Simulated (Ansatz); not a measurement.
H4OSi (SMILES O[SiH3]) moved off its minimum; all values from Ansatz (a quantum-chemistry and plane-wave program), cores frozen in correlated methods.
(charge 0, multiplicity 1)
```xyz
6

Si    -0.5725     0.1094     0.1364
O      1.0125    -0.3026    -0.1375
H     -0.8686     1.3729    -0.4670
H     -1.3605    -0.6402    -1.0512
H     -0.9731    -0.3135     1.3961
H      1.5922     0.2312     0.3147
```

```
level                    largest force (eV/Å)  on atom  rms difference from CCSD(T)/aug-cc-pV(T+d)Z (eV/Å)  dipole (D)
-----------------------  --------------------  -------  --------------------------------------------------  ----------
HF/def2-TZVPP                            5.51      Si1                                               0.462        2.47
PBE/def2-TZVPP                           4.49      Si1                                               0.189        2.06
r2SCAN/def2-TZVPP                        4.77      Si1                                               0.080        2.15
B3LYP/def2-TZVPP                         4.78      Si1                                               0.036        2.20
wB97M-V/def2-TZVPP                       4.81      Si1                                               0.057        2.24
MP2/aug-cc-pV(T+d)Z                      4.92      Si1                                               0.059        2.22
CCSD(T)/aug-cc-pV(T+d)Z                  4.80      Si1                                               0.000        2.18
```

The differences count from one level among others, with limits of its own. Forces at CCSD(T)/aug-cc-pV(T+d)Z (eV/Å):

```json
[
 {"atom": "Si1", "Fx": "-0.221", "Fy": "-1.780", "Fz": "-4.456"},
 {"atom": "O2", "Fx": "-2.095", "Fy": "-1.530", "Fz": "-1.168"},
 {"atom": "H3", "Fx": "-0.067", "Fy": "1.499", "Fz": "0.633"},
 {"atom": "H4", "Fx": "0.703", "Fy": "0.166", "Fz": "1.588"},
 {"atom": "H5", "Fx": "-0.739", "Fy": "-0.115", "Fz": "1.870"},
 {"atom": "H6", "Fx": "2.418", "Fy": "1.760", "Fz": "1.533"}
]
```
